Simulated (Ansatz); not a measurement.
Isolated molecules relaxed with PBE0-D4/def2-TZVP in Ansatz; ΔE leaves out vibrations. CCSD(T)/CBS adds triple-zeta CCSD(T) − MP2 to the extrapolated MP2 energy (def2 sets, frozen cores). Functionals use def2-TZVPP. No spin–orbit coupling; open shells (•) take unrestricted orbitals. def2 core potentials past Kr. For Se, Sn outer-core shells are correlated without core-valence functions, which leaves a few kJ/mol of doubt a bond. Scalar relativity is left out up to krypton. One conformer a species, not always the lowest.

Consider the homolysis of the Se–Sn bond: `[Cl][Sn]([Cl])([Cl])[SeH]` → `[SeH]`• + `[Cl][Sn]([Cl])[Cl]`•.

`[Cl][Sn]([Cl])([Cl])[SeH]`:

```xyz
6

Cl   -0.949    0.453   -2.157
Sn   -0.217    0.420    0.027
Cl    0.288    2.574    0.653
Cl   -2.011   -0.296    1.281
Se    1.814   -0.989    0.346
H     1.074   -2.161   -0.150
```

`[SeH]`•:

Cartesian coordinates in Å:
```
Se 0.426 0.477 0.363
H -0.426 -0.477 -0.363
```

`[Cl][Sn]([Cl])[Cl]`•:

Z-matrix (Å, degrees):
```
Sn
Cl 1 2.331
Cl 1 2.330 2 107.6
Cl 1 2.330 2 107.6 3 115.8
```

Q: What is ΔE at CCSD(T)/CBS? (An estimate is asked.)

A: The calculation gave: +2.96 eV.

Q: What do these levels give: LDA (SPW92), PBE0-D4, r2SCAN0-D4, PBE-QIDH, MP2/def2-SVP, MP2/def2-TZVPP? (Best estimate.)

A: Ansatz gave: LDA (SPW92) 3.09, PBE0-D4 2.70, r2SCAN0-D4 2.63, PBE-QIDH 2.81, MP2/def2-SVP 2.76, MP2/def2-TZVPP 2.96 eV.

Largest T1 diagnostic among the species: 0.015.

At CCSD(T), def2-SVP lies −0.36 eV from the extrapolated value and def2-TZVPP −0.22 eV: correlation converges slowly with the basis, and small sets miss more of it in the bonded molecule than in its fragments. From BLYP to BHLYP (50 % exact exchange), in def2-TZVPP and without D4, ΔE moves by +0.22 eV. In def2-TZVPP, CCSD(T) changes the Hartree–Fock value by +0.98 eV (the triples alone add +0.10 eV) and MP2 by +1.19 eV; breaking electron pairs costs correlation energy, which Hartree–Fock lacks.
